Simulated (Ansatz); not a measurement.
`BO[SiH2]SC` + `OB1CO1` → `BOB1CO1` + `CS[SiH2]O`  (ligand exchange at a B–O bond)

Gas-phase electronic energies from Ansatz, PBE0-D4/def2-TZVP geometries. CCSD(T)/CBS adds triple-zeta CCSD(T) − MP2 to the extrapolated MP2 energy (def2 sets, frozen cores). Functionals use def2-TZVPP. B3LYP here is the variant with VWN-RPA as its local correlation; programs differ in this. Each species was taken in one conformer, which may not be the lowest.

```json
{"level": "B3LYP-D4", "ΔE (kcal/mol)": "4.4"}
{"level": "r2SCAN", "ΔE (kcal/mol)": "4.3"}
```

(1) What does CCSD(T)/CBS give? (Estimate.)

Largest T1 diagnostic among the species: 0.015.

Results:

(1) Computed: +3.9 kcal/mol. The listed levels differ from it by 0.5, 0.4 kcal/mol.

In def2-TZVPP, CCSD(T) changes the Hartree–Fock value by +1.7 kcal/mol (the triples alone add +0.2 kcal/mol) and MP2 by +1.7 kcal/mol.
